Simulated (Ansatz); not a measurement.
A series at Sn: from `[CH3][Sn]([CH3])([CH3])[F]`, ligands are replaced one by one, each step taking up H–F and setting free CH₄; n counts the steps. Ansatz, PBE0-D4/def2-TZVP geometries.

CBS adds triple-zeta CCSD(T) − MP2 to the MP2 limit, frozen cores; atoms without spin–orbit coupling. Elements past krypton have def2 core potentials. Outer-core shells of Sn are correlated without core-valence functions. Spin–orbit coupling is left out.

| n | molecule | atomization energy, CCSD(T)/CBS (kJ/mol) |
| --- | --- | --- |
| 0 | `[CH3][Sn]([CH3])([CH3])[F]` | 5085.4 |
| 1 | `[CH3][Sn]([CH3])([F])[F]` | 4008.0 |
| 2 | `[CH3][Sn]([F])([F])[F]` | 2903.2 |
| 3 | `[F][Sn]([F])([F])[F]` | ? |

Task: By hand: fit a straight line y = ȳ + b (n − n̄) to the 3 given rows and predict n = 3.

Result: n̄ = 1.000, ȳ = 3998.87; Σ(n − n̄)(y − ȳ) = -2182.20, Σ(n − n̄)² = 2.000, so b = -1091.10 kJ/mol a step. Prediction: 3998.87 + (-1091.10) × (2.000) = 1816.7 kJ/mol.

Task: By hand: compare with the computed value, 1754.8 kJ/mol, and give the steps along the whole series.

Result: The line misses by -61.9 kJ/mol (computed minus predicted). Steps: -1077.4, -1104.8, -1148.4 kJ/mol.

The steps differ by up to 71.0 kJ/mol, small against a whole step but well beyond the method's doubt, so the ligands' effects don't simply add. The miss is 1.9 % of the series' range. The energies themselves are unsure by some kJ/mol a bond, though much of that is common to the series.
